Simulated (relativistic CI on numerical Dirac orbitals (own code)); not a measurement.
One change at a time: Pb LXVI

Base calculation: Dirac-Coulomb-Breit CI, orbitals from a KLI potential per configuration, model QED (radiative potential, 1s self-energy scaled to tabulated hydrogen-like ionisation energies), unscaled Slater integrals.

Configurations in the expansion (outside the closed core [Ne]): 3s²3p⁵, 3s²3p⁴3d, 3s3p⁶, 3s3p⁵3d, 3s3p⁴3d², 3p⁶3d, 3s²3p³3d4p, 3s²3p⁴4s, 3s3p⁴3d4s, 3p⁶4s, 3s²3p⁴4p, 3p⁶4p, 3s²3p⁴4d, 3s²3p⁴4f, 3s3p⁵4s, 3p⁵3d4p, 3s3p⁵4p, 3s3p⁵4d, 3s3p⁵4f, 3s²3p⁴5s, 3s²3p⁴5p, 3s²3p³4s4p, 3s²3p⁴5d, 3s²3p⁴5f, 3s²3p⁴5g, 3s3p⁴4s², 3s3p⁵5s, 3s3p⁵5p, 3s²3p³3d², 3s²3p²3d³, 3s3p³3d³, 3s²3p²3d²4s, 3s²3p²3d²4p, 3s²3p²3d²4d, 3p⁵3d², 3p⁴3d³, 3p⁴3d²4s, 3p⁴3d²4p, 3p⁴3d²4d, 3s²3p³3d4s, 3s3p³3d²4s, 3s²3p²3d4s², 3s²3p²3d4s4p, 3s²3p²3d4s4d, 3p⁵3d4s, 3p⁴3d4s², 3p⁴3d4s4p, 3p⁴3d4s4d, 3s²3p³4s², 3s3p³3d4s², 3s²3p²4s²4p, 3s²3p²4s²4d, 3s²3p³4p², 3s²3p²3d4p², 3s3p³3d4p², 3s²3p²4s4p², 3s²3p²4p³, 3s²3p²4p²4d. Double excitations out of closed p, d and f shells are left out; levels of such configurations are missing from the list, as are those of other unlisted configurations, and high levels can miss mixing partners. These lack a partner that the ground configuration has and come out too high: 3s²3p⁴4f, 3s3p⁵4p, 3s3p⁵4d, 3s3p⁵4f, 3s²3p⁴5s.

The lowest level and the first level of each name with at least 55 % of one term (blank where a level has no safe partner in the second run):

```tsv
Level	Base (eV)	Shift (eV)
3s²3p⁵ ²P°3/2	0.000	0.000
3s²3p⁴3d ²D3/2	303.335	+1.390
3s²3p⁴3d ⁴F9/2	401.135	+1.069
3s²3p⁴3d ²P1/2	410.536	+1.103
3s²3p⁴3d ²D5/2	434.863	+1.078
3s²3p⁵ ²P°1/2	573.494	-0.319
3s3p⁶ ²S1/2	800.605	+4.629
3s²3p⁴3d ⁴D1/2	830.049	+1.194
3s²3p⁴3d ²G7/2	851.593	+0.972
3s²3p⁴3d ²G9/2	978.242	+0.666
```

At this charge energies of transitions that change n are usually good to better than 1 %, and those within a shell (Δn = 0) to a few per cent.

Question: One thing was changed in a second run, which moved the levels as shown. Which?
A. Breit term removed
B. configuration mixing switched off
C. non-relativistic limit
D. QED terms removed

Answer: D. QED terms removed. QED shifts follow the density of s (and p1/2) electrons at the nucleus, so configurations move by their count of such electrons; where none moves, the smaller shifts of p3/2 electrons and of j = l + 1/2 against j = l − 1/2 set the pattern.

LS names give the leading component of a level, which can be under half, so a name can repeat, a term be missing and a line seem to break the LS rules.
